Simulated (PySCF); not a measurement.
PySCF input for CH6GeO2Si, SMILES [GeH]1([O][SiH2][O]1)[CH3], PBE/pcSseg-1. Geometry: PBE0-D3(BJ)/def2-SVP. This is a generated structure with no PubChem entry under its InChIKey; it may be hypothetical.

```python
import numpy as np
from pyscf import gto, scf, dft
from pyscf.prop.nmr import rks as nmr

mol = gto.M(
    atom='''
    C    -1.97841320    1.07550419   -0.28023422
    Ge   -0.64470899   -0.19248996    0.29188410
    O     0.41136681   -0.81185940   -1.05416695
    Si    1.77047523   -0.06847884   -0.38010827
    O     0.88649744    0.57252672    0.90905214
    H    -2.43327382    1.56246163    0.59473081
    H    -1.51091244    1.83724143   -0.91864530
    H    -2.76723425    0.55946024   -0.84689625
    H    -1.14728355   -1.31975771    1.20841599
    H     2.36853693    0.97511854   -1.26076410
    H     2.82176708   -1.03450551    0.04670726
    ''',
    basis='pcSseg-1',
    charge=0,
    spin=0,
    max_memory=1600,
    verbose=3,
)
mf = dft.RKS(mol, xc='pbe')
mf.grids.level = 3
mf.conv_tol = 1e-10
mf.max_cycle = 100
mf.kernel()
n = nmr.NMR(mf)
n.verbose = 2
n.max_cycle_cphf = 60
sigma = n.kernel()
print('atom   isotropic/ppm   span/ppm')
for i, s in enumerate(sigma):
    w = np.linalg.eigvalsh((s + s.T) / 2)
    print(f'{mol.atom_symbol(i):2s}{i + 1:3d} {w.mean():14.3f} {w[2] - w[0]:11.3f}')
```

It prints:

```
converged SCF energy = -2557.84751195555
atom   isotropic/ppm   span/ppm
C   1        171.889      27.330
Ge  2       1107.883     213.540
O   3        195.706     220.443
Si  4        317.966      98.405
O   5        195.666     220.147
H   6         30.331      11.172
H   7         30.059      10.990
H   8         30.328      11.156
H   9         24.358      17.657
H  10         25.259       8.529
H  11         25.245       8.425
```

Self-consistency was reached.

Cost: roughly 60 core-seconds.
